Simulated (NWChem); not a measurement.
All runs are NWChem calculations. System: HO3S, charge 0, spin multiplicity 2, at a geometry optimised with UPBE/def2-SVP. The structure started from a generated list of species. Its SCF solution wasn't tested for a lower state. Level: UHF/def2-TZVP.

Job file:

```
start mol
memory heap 200 mb stack 900 mb global 1100 mb
geometry units angstroms nocenter noautoz noautosym
  O     -0.368954     1.435836     0.127788
  S     -0.154581     0.010893    -0.268091
  O     -0.991197    -1.107282     0.236013
  O      1.426634    -0.404466     0.158174
  H      1.941426     0.433010     0.113650
end
basis spherical
  * library def2-tzvp
end
scf
  uhf
  nopen 1
  maxiter 100
  thresh 1e-7
  semidirect memsize 60000000 filesize 0
  # guess.movecs holds the orbitals of an unrestricted PBE0 run
  vectors input guess.movecs output mol.movecs
end
task scf energy
```

NWChem printed:

```
             Northwest Computational Chemistry Package (NWChem) 7.3.0
             --------------------------------------------------------

                                NWChem Input Module
                                -------------------

 Scaling coordinates for geometry "geometry" by  1.889725989
 (inverse scale =  0.529177249)

                             Geometry "geometry" -> ""
                             -------------------------

 Output coordinates in angstroms (scale by  1.889725989 to convert to a.u.)

  No.       Tag          Charge          X              Y              Z
 ---- ---------------- ---------- -------------- -------------- --------------
    1 O                    8.0000    -0.36895400     1.43583600     0.12778800
    2 S                   16.0000    -0.15458100     0.01089300    -0.26809100
    3 O                    8.0000    -0.99119700    -1.10728200     0.23601300
    4 O                    8.0000     1.42663400    -0.40446600     0.15817400
    5 H                    1.0000     1.94142600     0.43301000     0.11365000

 Effective nuclear repulsion energy (a.u.)     181.7375247690

            Nuclear Dipole moment (a.u.)
            ----------------------------
        X                 Y               Z
 ---------------- ---------------- ----------------
    -0.0000113384     0.0000037795    -0.0000113384


 Summary of "ao basis" -> "" (spherical)
 ------------------------------------------------------------------------------
       Tag                 Description            Shells   Functions and Types
 ---------------- ------------------------------  ------  ---------------------
 *                         def2-tzvp                  on all atoms

 Summary of "ao basis" -> "ao basis" (spherical)
 ------------------------------------------------------------------------------
       Tag                 Description            Shells   Functions and Types
 ---------------- ------------------------------  ------  ---------------------
 O                         def2-tzvp                11       31   5s3p2d1f
 S                         def2-tzvp                13       37   5s5p2d1f
 H                         def2-tzvp                 4        6   3s1p

                                 NWChem SCF Module
                                 -----------------

  ao basis        = "ao basis"
  functions       =   136
  atoms           =     5
  alpha electrons =    21
  beta  electrons =    20
  charge          =   0.00
  wavefunction    = UHF
  use symmetry    = F
  symmetry adapt  = F

 Summary of "ao basis" -> "ao basis" (spherical)
 ------------------------------------------------------------------------------
       Tag                 Description            Shells   Functions and Types
 ---------------- ------------------------------  ------  ---------------------
 O                         def2-tzvp                11       31   5s3p2d1f
 S                         def2-tzvp                13       37   5s5p2d1f
 H                         def2-tzvp                 4        6   3s1p

 Forming initial guess at       0.1s

 Starting SCF solution at       0.1s

 ----------------------------------------------
         Quadratically convergent UHF

 Convergence threshold     :          1.000E-07
 Maximum no. of iterations :          100
 Integral*density screening:          1.000E-09
 ----------------------------------------------

              iter       energy          gnorm     gmax       time
             ----- ------------------- --------- --------- --------
                 1     -622.6854727785  8.40D-01  2.43D-01      5.7
                 2     -622.7194831396  1.58D-01  2.55D-02      6.2
                 3     -622.7237783346  9.63D-03  1.64D-03      8.3
                 4     -622.7238211009  1.52D-04  4.43D-05     14.3
  ga_iter_lsolve: convergence stagnant ... aborting solve
                 5     -622.7238211262  3.71D-07  1.17D-07     23.7
                 6     -622.7238211262  8.46D-09  1.50D-09     28.6

       Final UHF  results
       ------------------

         Total SCF energy =   -622.723821126207
      One electron energy =  -1220.193040166795
      Two electron energy =    415.731694271613
 Nuclear repulsion energy =    181.737524768976

                       Sz =      0.5000
                 Sz(Sz+1) =      0.7500
                      S^2 =      0.7926

        Time for solution =     28.5s

          Final alpha eigenvalues
          -----------------------

              1
    1  -92.2243
    2  -20.6673
    3  -20.6291
    4  -20.6271
    5   -9.1969
    6   -6.8868
    7   -6.8774
    8   -6.8763
    9   -1.5108
   10   -1.4137
   11   -1.3974
   12   -0.9350
   13   -0.7731
   14   -0.7189
   15   -0.7163
   16   -0.6750
   17   -0.6062
   18   -0.5732
   19   -0.5593
   20   -0.5361
   21   -0.4796
   22    0.1146
   23    0.1615
   24    0.2041
   25    0.2111
   26    0.3335
   27    0.3888
   28    0.4165
   29    0.4742
   30    0.5035
   31    0.5169

          Final beta eigenvalues
          ----------------------

              1
    1  -92.2199
    2  -20.6596
    3  -20.6136
    4  -20.6133
    5   -9.1912
    6   -6.8777
    7   -6.8768
    8   -6.8676
    9   -1.4815
   10   -1.3830
   11   -1.3531
   12   -0.8786
   13   -0.7468
   14   -0.6897
   15   -0.6598
   16   -0.6354
   17   -0.5537
   18   -0.5450
   19   -0.5226
   20   -0.4810
   21   -0.0189
   22    0.1219
   23    0.1905
   24    0.2172
   25    0.2340
   26    0.3462
   27    0.3924
   28    0.4259
   29    0.4833
   30    0.5197
   31    0.5351

                    UHF Final Alpha Molecular Orbital Analysis
[...]
    74      0.193140  3 O  px               105      0.179180  4 O  px
    77      0.175578  3 O  px               108      0.169955  4 O  px
   107     -0.154367  4 O  pz                 7     -0.152542  1 O  py

 Vector   20  Occ=1.000000D+00  E=-5.360836D-01
              MO Center= -4.7D-01,  2.9D-01,  1.3D-01, r^2= 2.4D+00
   Bfn.  Coefficient  Atom+Function         Bfn.  Coefficient  Atom+Function
  ----- ------------  ---------------      ----- ------------  ---------------
     6      0.315624  1 O  px                 9      0.289924  1 O  px
    75      0.251318  3 O  py                78      0.228363  3 O  py
    12      0.185792  1 O  px

 Vector   21  Occ=1.000000D+00  E=-4.795804D-01
              MO Center= -9.9D-02,  2.9D-02, -2.4D-01, r^2= 2.3D+00
   Bfn.  Coefficient  Atom+Function         Bfn.  Coefficient  Atom+Function
  ----- ------------  ---------------      ----- ------------  ---------------
    36      0.403377  2 S  s                 48     -0.324078  2 S  pz
     8      0.237666  1 O  pz                76      0.233223  3 O  pz
    11      0.213324  1 O  pz                35      0.212304  2 S  s
    79      0.208848  3 O  pz                14      0.166498  1 O  pz
    82      0.162796  3 O  pz                51     -0.160368  2 S  pz

 Vector   22  Occ=0.000000D+00  E= 1.146181D-01
              MO Center=  2.0D+00,  6.3D-01,  6.1D-02, r^2= 3.3D+00
   Bfn.  Coefficient  Atom+Function         Bfn.  Coefficient  Atom+Function
  ----- ------------  ---------------      ----- ------------  ---------------
   133      1.637821  5 H  s                104     -1.136605  4 O  s
   112     -0.395617  4 O  py                36      0.193442  2 S  s
    46      0.191886  2 S  px                49      0.170586  2 S  px
   102     -0.166742  4 O  s                 12     -0.160051  1 O  px

 Vector   23  Occ=0.000000D+00  E= 1.614605D-01
              MO Center= -1.4D-01,  2.1D-01, -4.3D-01, r^2= 3.4D+00
   Bfn.  Coefficient  Atom+Function         Bfn.  Coefficient  Atom+Function
  ----- ------------  ---------------      ----- ------------  ---------------
    49      1.468228  2 S  px               133     -0.884353  5 H  s
   111      0.646926  4 O  px               104     -0.487112  4 O  s
    46      0.441152  2 S  px                 5      0.372715  1 O  s
    73      0.361581  3 O  s                 50     -0.333903  2 S  py
    12     -0.311902  1 O  px                81      0.306150  3 O  py

 Vector   24  Occ=0.000000D+00  E= 2.040673D-01
              MO Center= -3.6D-02, -6.5D-02, -6.1D-01, r^2= 3.6D+00
   Bfn.  Coefficient  Atom+Function         Bfn.  Coefficient  Atom+Function
  ----- ------------  ---------------      ----- ------------  ---------------
    50      2.190340  2 S  py                73      1.831043  3 O  s
     5     -1.269946  1 O  s                 36     -0.718590  2 S  s
    49      0.638312  2 S  px                80      0.547762  3 O  px
    47      0.460524  2 S  py                51     -0.452035  2 S  pz
    81      0.425208  3 O  py                14      0.311831  1 O  pz

                     UHF Final Beta Molecular Orbital Analysis
                     -----------------------------------------

 Vector   18  Occ=1.000000D+00  E=-5.450104D-01
              MO Center= -2.4D-01, -2.4D-01,  1.6D-01, r^2= 2.6D+00
   Bfn.  Coefficient  Atom+Function         Bfn.  Coefficient  Atom+Function
  ----- ------------  ---------------      ----- ------------  ---------------
    74      0.274318  3 O  px                77      0.248400  3 O  px
     6      0.194313  1 O  px                 9      0.178942  1 O  px
   105      0.173310  4 O  px               108      0.165284  4 O  px
    80      0.151043  3 O  px

 Vector   19  Occ=1.000000D+00  E=-5.225721D-01
              MO Center= -4.3D-01,  3.5D-01,  1.4D-01, r^2= 2.4D+00
   Bfn.  Coefficient  Atom+Function         Bfn.  Coefficient  Atom+Function
  ----- ------------  ---------------      ----- ------------  ---------------
     6      0.332431  1 O  px                 9      0.305595  1 O  px
    75      0.227564  3 O  py                12      0.206415  1 O  px
    78      0.206480  3 O  py                74     -0.159272  3 O  px

 Vector   20  Occ=1.000000D+00  E=-4.810303D-01
              MO Center= -6.2D-01,  1.1D-01,  8.8D-02, r^2= 2.2D+00
   Bfn.  Coefficient  Atom+Function         Bfn.  Coefficient  Atom+Function
  ----- ------------  ---------------      ----- ------------  ---------------
     8      0.278305  1 O  pz                76     -0.273316  3 O  pz
    11      0.255510  1 O  pz                79     -0.251407  3 O  pz
    14      0.187368  1 O  pz                82     -0.179027  3 O  pz

 Vector   21  Occ=0.000000D+00  E=-1.886161D-02
              MO Center= -1.4D-01,  1.0D-02, -3.8D-01, r^2= 2.5D+00
   Bfn.  Coefficient  Atom+Function         Bfn.  Coefficient  Atom+Function
  ----- ------------  ---------------      ----- ------------  ---------------
    36      0.723001  2 S  s                 51     -0.334095  2 S  pz
    82      0.290868  3 O  pz                48     -0.270863  2 S  pz
    14      0.265893  1 O  pz               133      0.236933  5 H  s
    76      0.210989  3 O  pz                 8      0.195973  1 O  pz
    79      0.190365  3 O  pz                11      0.176310  1 O  pz

 Vector   22  Occ=0.000000D+00  E= 1.219456D-01
              MO Center=  2.0D+00,  6.9D-01,  1.0D-01, r^2= 3.2D+00
   Bfn.  Coefficient  Atom+Function         Bfn.  Coefficient  Atom+Function
  ----- ------------  ---------------      ----- ------------  ---------------
   133      1.737180  5 H  s                104     -1.091565  4 O  s
   112     -0.407375  4 O  py               111     -0.201207  4 O  px
    51      0.181045  2 S  pz                 5     -0.163624  1 O  s
    48      0.162149  2 S  pz               102     -0.155162  4 O  s

 Vector   23  Occ=0.000000D+00  E= 1.905390D-01
              MO Center= -3.1D-01,  1.3D-01, -4.2D-01, r^2= 3.2D+00
   Bfn.  Coefficient  Atom+Function         Bfn.  Coefficient  Atom+Function
  ----- ------------  ---------------      ----- ------------  ---------------
    49      1.632843  2 S  px               104     -0.755651  4 O  s
   111      0.680925  4 O  px               133     -0.638555  5 H  s
     5      0.523713  1 O  s                 50     -0.476250  2 S  py
    46      0.435720  2 S  px                73      0.400382  3 O  s
    81      0.363984  3 O  py                12     -0.343067  1 O  px

 center of mass
 --------------
 x =  -0.04486599 y =  -0.01002542 z =  -0.00251938

 moments of inertia (a.u.)
 ------------------
         211.609442774214          -2.268637318923          -2.350611825467
          -2.268637318923         210.072015257947           8.259314923818
          -2.350611825467           8.259314923818         394.090586954993

  Mulliken analysis of the total density
  --------------------------------------

    Atom       Charge   Shell Charges
 -----------   ------   -------------------------------------------------------
    1 O    8     8.50   0.79  1.18  0.59  0.97  0.34  1.78  1.98  0.82  0.00  0.03  0.00
    2 S   16    14.94   2.01  0.49  1.48  1.03  0.52  4.16  1.70  0.80  1.59  0.29  0.28  0.50  0.09
    3 O    8     8.46   0.79  1.18  0.59  0.98  0.33  1.78  1.98  0.79  0.00  0.04  0.00
    4 O    8     8.47   0.79  1.18  0.57  0.99  0.27  1.81  2.05  0.78  0.00  0.03  0.00
    5 H    1     0.63   0.23  0.32  0.03  0.04

  Mulliken analysis of the alpha density
  --------------------------------------

    Atom       Charge   Shell Charges
 -----------   ------   -------------------------------------------------------
    1 O    8     4.39   0.40  0.59  0.30  0.49  0.16  0.97  1.06  0.40  0.00  0.02  0.00
    2 S   16     7.61   1.00  0.24  0.74  0.54  0.29  2.09  0.85  0.43  0.84  0.14  0.15  0.25  0.05
    3 O    8     4.39   0.40  0.59  0.30  0.49  0.16  0.97  1.06  0.39  0.00  0.02  0.00
    4 O    8     4.31   0.40  0.59  0.29  0.50  0.13  0.94  1.06  0.38  0.00  0.01  0.00
    5 H    1     0.31   0.11  0.16  0.02  0.02

   Mulliken analysis of the beta density
   -------------------------------------

    Atom       Charge   Shell Charges
 -----------   ------   -------------------------------------------------------
    1 O    8     4.11   0.40  0.59  0.29  0.48  0.17  0.81  0.93  0.42  0.00  0.02  0.00
    2 S   16     7.33   1.00  0.24  0.74  0.49  0.23  2.08  0.85  0.37  0.75  0.15  0.13  0.25  0.05
    3 O    8     4.08   0.40  0.59  0.29  0.48  0.17  0.80  0.92  0.40  0.00  0.02  0.00
    4 O    8     4.17   0.40  0.59  0.28  0.49  0.14  0.86  0.99  0.39  0.00  0.01  0.00
    5 H    1     0.31   0.12  0.16  0.01  0.02

   Mulliken analysis of the spin density
   -------------------------------------

    Atom       Charge   Shell Charges
 -----------   ------   -------------------------------------------------------
    1 O    8     0.27   0.00 -0.00  0.01  0.01 -0.01  0.15  0.13 -0.01 -0.00 -0.00 -0.00
    2 S   16     0.28   0.00  0.00 -0.00  0.05  0.07  0.01 -0.01  0.06  0.09 -0.00  0.02  0.00 -0.00
    3 O    8     0.31   0.00 -0.00  0.01  0.01 -0.01  0.17  0.14 -0.01 -0.00 -0.00 -0.00
    4 O    8     0.14   0.00 -0.00  0.01  0.01 -0.01  0.08  0.06 -0.01  0.00 -0.00 -0.00
    5 H    1    -0.00  -0.00 -0.00  0.00  0.00

       Multipole analysis of the density wrt the origin
       ------------------------------------------------

     L   x y z        total         alpha         beta         nuclear
     -   - - -        -----         -----         ----         -------
     0   0 0 0     -0.000000    -21.000000    -20.000000     41.000000

     1   1 0 0      0.976254      0.663402      0.312864     -0.000011
     1   0 1 0      0.354521      0.198766      0.155751      0.000004
     1   0 0 1     -0.564651     -0.018690     -0.545949     -0.000011

     2   2 0 0    -19.956032    -63.583240    -61.299677    104.926884
     2   1 1 0      1.636339     -0.681780     -0.323515      2.641634
     2   1 0 1      0.412691     -0.487048     -0.672589      1.572327
     2   0 2 0    -25.505389    -64.094203    -60.685794     99.274608
     2   0 1 1      0.263413      2.184339      2.121963     -4.042888
     2   0 0 2    -20.527181    -14.934890    -12.517615      6.925323

 Task  times  cpu:       28.7s     wall:       28.7s

 Total times  cpu:       28.7s     wall:       28.7s
```
